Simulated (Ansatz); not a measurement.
`NB(S)Cl` + H₂O → `OB(S)Cl` + NH₃  (formal hydrolysis of a B–N bond)

Program: Ansatz. Geometries: PBE0-D4/def2-TZVP. ΔE: electronic, gas phase. CCSD(T)/CBS adds triple-zeta CCSD(T) − MP2 to the extrapolated MP2 energy (def2 sets, frozen cores). This one scheme is used for every species. One conformer a species, not always the lowest.

```csv
species,CCSD(T)/CBS(def2) energy (Eh)
`NB(S)Cl`,-938.97645
H₂O,-76.37941
`OB(S)Cl`,-958.85217
NH₃,-56.50880
```

**Question.** Work out ΔE.

**Answer.** ΔE = (-958.85217) + (-56.50880) − (-938.97645) − (-76.37941) = -0.00511 Eh = -13.4 kJ/mol.

Largest T1 diagnostic among the species: 0.012.

At CCSD(T), def2-SVP lies −13.6 kJ/mol from the extrapolated value and def2-TZVPP −3.8 kJ/mol. Leaving LDA and LC-ωPBE aside and taking each functional with its dispersion term where it has one, the values, not all of them listed here, spread over 9.2 kJ/mol, from B97M-V to PBE0-D4. In def2-TZVPP, CCSD(T) changes the Hartree–Fock value by +3.9 kJ/mol (the triples alone add −0.1 kJ/mol) and MP2 by +6.2 kJ/mol.
